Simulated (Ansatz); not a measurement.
Consider the redistribution: `[Cl][In]([Cl])[Cl]` + `ClB(Cl)I` → `[Cl][In]([Cl])[I]` + `ClB(Cl)Cl`.

Isolated molecules relaxed with PBE0-D4/def2-TZVP in Ansatz; ΔE leaves out vibrations. CBS: MP2 limit from def2 TZ/QZ plus the TZ coupled-cluster correction, frozen cores. This one scheme is used for every species. DFT in def2-TZVPP. def2 core potentials past Kr. For I, In outer-core shells are correlated without core-valence functions, which leaves a few kJ/mol of doubt a bond.

`[Cl][In]([Cl])[Cl]`:

```xyz
4

Cl    0.843   -0.814   -1.971
In    0.000    0.000    0.000
Cl    1.319    0.057    1.875
Cl   -2.162    0.757    0.096
```

`ClB(Cl)I`:

Z-matrix (Å, degrees):
```
B
Cl 1 1.734
I 1 2.118 2 120.0
Cl 1 1.734 2 120.0 3 180.0
```

`[Cl][In]([Cl])[I]`:

Z-matrix (Å, degrees):
```
In
Cl 1 2.302
I 1 2.617 2 121.5
Cl 1 2.302 2 117.0 3 -180.0
```

`ClB(Cl)Cl`:

```xyz
4

Cl    0.988   -0.579   -1.306
B     0.000    0.000    0.000
Cl   -1.158   -1.057    0.748
Cl    0.170    1.636    0.558
```

(1) Is it downhill or uphill in electronic energy at CCSD(T)/CBS, and by how much? (Best estimate.)

(2) What do these levels give: LDA (SPW92), BLYP-D4, CAM-B3LYP-D4, PBE-QIDH, PBE0, CCSD/CBS(def2)? (Best estimate.)

(3) What do rigid-rotor, harmonic-oscillator terms from PBE0-D4/def2-TZVP frequencies (298.15 K, 1 bar) make of the CCSD(T)/CBS value? (Best estimate.)

Largest T1 diagnostic among the species: 0.012.

## Answers

(1) The calculation gave: Downhill: ΔE = -0.61 eV.

(2) Computed: LDA (SPW92) -0.65, BLYP-D4 -0.60, CAM-B3LYP-D4 -0.64, PBE-QIDH -0.63, PBE0 -0.63, CCSD/CBS(def2) -0.63 eV.

(3) Ansatz gave: ΔZPE = +0.01 eV, ΔH = -0.60 eV, ΔS = -1 J/(mol·K), ΔG = -0.60 eV.

At CCSD(T), def2-SVP lies −0.14 eV from the extrapolated value and def2-TZVPP +0.02 eV. From BLYP to BHLYP (50 % exact exchange), in def2-TZVPP and without D4, ΔE moves by −0.05 eV. In def2-TZVPP, CCSD(T) changes the Hartree–Fock value by +0.10 eV (the triples alone add +0.02 eV) and MP2 by +0.09 eV.
